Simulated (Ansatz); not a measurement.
CH5AlOSi, SMILES `O[SiH]1[CH2][AlH]1`, relaxed with RKS PBE0-D4/def2-TZVP in the Gaussian-basis code of Ansatz from a PBE-D4/def2-SVP geometry. The force threshold is 0.005 eV/Å; the program also tests the step.

Total charge 0; spin multiplicity 1.

Start:

```xyz
9

O     1.508    0.909   -1.111
Si    0.626   -0.418   -0.530
C    -1.156    0.116   -0.074
Al   -0.250   -0.236    1.658
H     2.464    0.847   -0.940
H     0.744   -1.616   -1.446
H    -1.883   -0.677   -0.366
H    -1.543    1.099   -0.415
H    -0.509   -0.023    3.224
```

**Question.** How much energy does the relaxation release, and in how many steps? (An estimate is asked.)

**Answer.** The calculation gave: 9.43 kJ/mol, in 21 steps, 2 of them rejected.

**Question.** Which bonds change most? (Best estimate.)

**Answer.** Ansatz gave: O1–Si2 from 1.696 to 1.653 Å; Si2–C3 from 1.915 to 1.873 Å; Si2–Al4 from 2.363 to 2.332 Å; C3–H7 from 1.115 to 1.088 Å.

**Question.** Give the relaxed structure. (An estimate is asked.)

**Answer.** Ansatz gave: 
```xyz
9

O     1.449    0.834   -1.394
Si    0.679   -0.284   -0.452
C    -1.136    0.003   -0.091
Al   -0.284   -0.229    1.671
H     2.398    0.917   -1.284
H     0.889   -1.664   -0.983
H    -1.946   -0.453   -0.657
H    -1.327    1.089   -0.006
H    -0.722   -0.212    3.195
```
